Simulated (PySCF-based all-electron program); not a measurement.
Distorting CH₄W, singlet

All-electron Kohn–Sham DFT on the free molecule, computed near the basis limit with an in-house program on PySCF integrals; Koelling–Harmon scalar relativity, no spin–orbit coupling, spin-restricted. Forces are good to about 0.010 eV/Å. Atoms are numbered as listed.

Shape A:

```xyz
6

W     0.0000    0.0000    0.0000
C     0.0000    0.0000    1.7380
H     0.0000    0.0000    2.8290
H     1.7062    0.0000   -0.1733
H    -0.8531    1.4776   -0.1733
H    -0.8531   -1.4776   -0.1733
```

PBE forces:

```csv
atom,Fx,Fy,Fz (eV/Å)
W1,0.000,0.000,0.134
C2,0.000,0.000,-0.096
H3,0.000,0.000,-0.028
H4,-0.009,0.000,-0.003
H5,0.004,-0.007,-0.003
H6,0.004,0.007,-0.003
```

(1) What forces does LDA give in shape A?

(2) What forces does PBEsol give in shape A?

Shape B:

```xyz
6

W     0.0000    0.0000    0.0000
C     0.0000    0.0000    1.9118
H     0.0000    0.0000    3.0028
H     1.7062    0.0000   -0.1733
H    -0.8531    1.4776   -0.1733
H    -0.8531   -1.4776   -0.1733
```

Against shape A, W1–C2 goes from 1.738 to 1.912 Å.

(3) What forces does PBE give in shape B?

Shape C:

```xyz
6

W     0.0000    0.0000    0.0000
C     0.0000    0.0000    1.5642
H     0.0000    0.0000    2.6552
H     1.7062    0.0000   -0.1733
H    -0.8531    1.4776   -0.1733
H    -0.8531   -1.4776   -0.1733
```

Against shape A, W1–C2 goes from 1.738 to 1.564 Å.

PBE forces:

| atom | Fx | Fy | Fz (eV/Å) |
| --- | --- | --- | --- |
| W1 | 0.000 | 0.000 | -12.667 |
| C2 | 0.000 | 0.000 | 12.503 |
| H3 | 0.000 | 0.000 | -0.013 |
| H4 | 0.066 | 0.000 | 0.059 |
| H5 | -0.033 | 0.057 | 0.059 |
| H6 | -0.033 | -0.057 | 0.059 |

(4) What forces does LDA give in shape C?

(5) What forces does PBEsol give in shape C?

(6) What forces does HSE06 give in shape C?

Results:

(1) The forces move by 0.443 eV/Å (r.m.s. over the atoms) from PBE.

| atom | Fx | Fy | Fz (eV/Å) |
| --- | --- | --- | --- |
| W1 | 0.000 | 0.000 | 0.687 |
| C2 | 0.000 | 0.000 | -0.974 |
| H3 | 0.000 | 0.000 | 0.074 |
| H4 | -0.166 | 0.000 | 0.071 |
| H5 | 0.083 | -0.144 | 0.071 |
| H6 | 0.083 | 0.144 | 0.071 |

(2) The forces move by 0.243 eV/Å (r.m.s. over the atoms) from PBE.

```tsv
atom	Fx	Fy	Fz (eV/Å)
W1	0.000	0.000	0.376
C2	0.000	0.000	-0.600
H3	0.000	0.000	0.093
H4	-0.092	0.000	0.044
H5	0.046	-0.080	0.044
H6	0.046	0.080	0.044
```

(3) 

```csv
atom,Fx,Fy,Fz (eV/Å)
W1,0.000,0.000,5.960
C2,0.000,0.000,-5.823
H3,0.000,0.000,0.021
H4,-0.075,0.000,-0.053
H5,0.038,-0.065,-0.053
H6,0.038,0.065,-0.053
```

(4) The forces move by 0.579 eV/Å (r.m.s. over the atoms) from PBE.

```csv
atom,Fx,Fy,Fz (eV/Å)
W1,0.000,0.000,-11.859
C2,0.000,0.000,11.385
H3,0.000,0.000,0.078
H4,-0.102,0.000,0.132
H5,0.051,-0.088,0.132
H6,0.051,0.088,0.132
```

(5) The forces move by 0.286 eV/Å (r.m.s. over the atoms) from PBE.

```tsv
atom	Fx	Fy	Fz (eV/Å)
W1	0.000	0.000	-12.338
C2	0.000	0.000	11.920
H3	0.000	0.000	0.098
H4	-0.023	0.000	0.107
H5	0.012	-0.020	0.107
H6	0.012	0.020	0.107
```

(6) The forces move by 0.443 eV/Å (r.m.s. over the atoms) from PBE.

```csv
atom,Fx,Fy,Fz (eV/Å)
W1,0.000,0.000,-11.815
C2,0.000,0.000,11.905
H3,0.000,0.000,-0.250
H4,-0.042,0.000,0.054
H5,0.021,-0.037,0.054
H6,0.021,0.037,0.054
```
